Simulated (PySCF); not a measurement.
**Where the electron goes**

Compound: C4H8FNSi.
Geometry (GFN2-xTB, Å), atoms numbered from 1 in this order:
```xyz
15
C4H8FNSi angstrom
C     -2.308    0.486    0.148
C     -1.080   -0.366   -0.125
F     -1.052   -1.408    0.795
C      0.227    0.406   -0.023
Si     1.735   -0.762   -0.053
C      3.221    0.373   -0.102
N      4.135    1.063   -0.131
H     -3.207   -0.124    0.096
H     -2.242    0.927    1.140
H     -2.375    1.280   -0.591
H     -1.161   -0.856   -1.105
H      0.223    0.982    0.905
H      0.267    1.123   -0.843
H      1.844   -1.569    1.159
H      1.767   -1.546   -1.291
```

The calculation used TDDFT CAM-B3LYP/def2-SVPD, vertical, gas phase, core orbitals frozen in the response (PySCF).

Kohn–Sham orbitals with the atoms that hold most of them (Löwdin shares over 4%, at most four atoms; ? is withheld):

```
orbital  ε (eV)                            atoms
 HOMO-3  -11.64    N7 41%, C6 24%, F3 8%, Si5 6%
 HOMO-2  -11.30  F3 25%, C2 22%, H11 13%, C4 11%
 HOMO-1  -11.14                                ?
   HOMO  -10.59                                ?
   LUMO    0.59   Si5 26%, C6 17%, N7 15%, C4 8%
 LUMO+1    0.93  N7 28%, C6 28%, Si5 24%, H14 6%
 LUMO+2    1.17   Si5 38%, C6 18%, H15 9%, N7 8%
```

(1) Which atoms hold the HOMO-1, and with what shares?

(2) Which atoms hold the HOMO, and with what shares?

(3) The HOMO–LUMO gap is 11.18 eV. Where does the response calculation put the lowest singlet, and from which orbitals?

Answers

(1) N7 (bonded to C) 34%; C6 (bonded to N and Si) 28%; Si5 (bonded to 2 C and 2 H) 14%; H15 (bonded to Si) 9%.

(2) C4 (bonded to C, Si and 2 H) 24%; Si5 (bonded to 2 C and 2 H) 15%; N7 (bonded to C) 13%; C6 (bonded to N and Si) 11%. By element: carbon 36% or more, silicon 15%, nitrogen 13%.

(3) S1 is at 7.22 eV (f = 0.0001), 3.96 eV below the gap, made of HOMO-1→LUMO (27%), HOMO→LUMO+1 (24%), HOMO-3→LUMO+1 (12%). Its leading pair isn't HOMO and LUMO; the energies of that pair differ by 11.72 eV. Without the coupling terms of the response equations the lowest excitation would equal the gap.

Next come S2 at 7.53 eV (f 0.014), HOMO-1→LUMO+1 (22%), HOMO→LUMO (18%), HOMO-1→LUMO (10%); S3 at 7.53 eV (f 0.0062), HOMO-1→LUMO (20%), HOMO→LUMO+1 (18%), HOMO-1→LUMO+1 (12%); S4 at 8.36 eV (f 0.031), HOMO-3→LUMO (30%), HOMO→LUMO (20%), HOMO-4→LUMO (19%); S5 at 8.43 eV (f 0.040), HOMO-3→LUMO+1 (34%), HOMO-4→LUMO+1 (24%), HOMO→LUMO (17%).

Löwdin shares depend on the basis, the more so with diffuse functions.

Time: 2.0 min wall, 1.8 min CPU (grids of density and orbitals included); peak memory 0.95 GiB. Hardware: one thread, AMD EPYC (x86_64), shared host with 64 logical CPUs at a one-minute load of 57.

One conformer stands for the species.
